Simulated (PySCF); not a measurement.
**C₆ coefficients of unlike pairs at TPSS**

Calculated with PySCF 2.14 from the dipole response of each species, C₆(A,B) = (3/π) ∫ α_A(iu) α_B(iu) du, in atomic units, from isotropic polarisabilities. For ions this is the dispersion term alone; charge-induced terms of lower order in 1/R come first.

```json
{"species": "Sb³⁺", "configuration": "[Kr] 4d10 5s2 (1S)", "basis": "aug-cc-pwCVTZ-PP with ECP28MDF (8s7p6d4f1g)", "relativity": "core potential", "α (bohr³)": "10.69", "C₆ (like pair)": "51.55"}
{"species": "Te⁺", "configuration": "[Kr] 4d10 5s2 5p3 (4S)", "basis": "aug-cc-pV5Z-PP with ECP28MDF (8s8p6d4f3g2h)", "relativity": "core potential", "α (bohr³)": "22.37", "C₆ (like pair)": "189.4"}
{"species": "Li", "configuration": "[He] 2s1 (2S)", "basis": "aug-cc-pVDZ-DK (4s3p2d)", "relativity": "spin-free X2C", "α (bohr³)": "142.2", "C₆ (like pair)": "1132"}
{"species": "O³⁺", "configuration": "[He] 2s2 2p1 (2P)", "basis": "dyall-av2z (11s7p2d)", "relativity": "none", "α (bohr³)": "1.370", "C₆ (like pair)": "1.299"}
```

(1) Estimate C₆ for Te⁺ with Sb³⁺.

No spin-orbit coupling is included.

The other pairs:

| pair | C₆ |
| --- | --- |
| O³⁺, Te⁺ | 15.04 |
| Li, Te⁺ | 309.8 |
| O³⁺, Li | 20.14 |
| Li, Sb³⁺ | 150.0 |
| O³⁺, Sb³⁺ | 8.076 |

Answers

(1) The integral gives 97.82. The combination rule 2 C_A C_B / (C_A α_B/α_A + C_B α_A/α_B) gives 98.44 and the geometric mean 98.82.
